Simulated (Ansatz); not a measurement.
Consider the ligand exchange at the Si–F bond: `N[SiH](F)F` + `N[SiH](O)O` → `N[Si@H](F)O[Si@@H](N)O` + H–F.

Gas-phase electronic energies from Ansatz, PBE0-D4/def2-TZVP geometries. CCSD(T)/CBS is the MP2 limit (def2-TZVPP, def2-QZVPP) plus CCSD(T) − MP2 in def2-TZVPP, frozen cores. This one scheme is used for every species. Functionals use def2-TZVPP. B3LYP here is the variant with VWN-RPA as its local correlation; programs differ in this. Each species was taken in one conformer, which may not be the lowest.

(1) Is it downhill or uphill in electronic energy at CCSD(T)/CBS, and by how much? (Best estimate.)

(2) What do these levels give: r2SCAN-D4, PBE0-D4, ωB97M-V, B3LYP, SCS-MP2/def2-TZVPP, CCSD(T)/def2-TZVPP? (An estimate is asked.)

Largest T1 diagnostic among the species: 0.011.

## Answers

(1) Ansatz gave: Uphill: ΔE = +0.17 eV.

(2) Ansatz gave: r2SCAN-D4 0.23, PBE0-D4 0.18, ωB97M-V 0.21, B3LYP 0.30, SCS-MP2/def2-TZVPP 0.21, CCSD(T)/def2-TZVPP 0.18 eV.

From PBE to PBE0 (25 % exact exchange), in def2-TZVPP and without D4, ΔE moves by −0.04 eV. In def2-TZVPP, CCSD(T) changes the Hartree–Fock value by −0.08 eV (the triples alone add −0.01 eV) and MP2 by −0.09 eV.
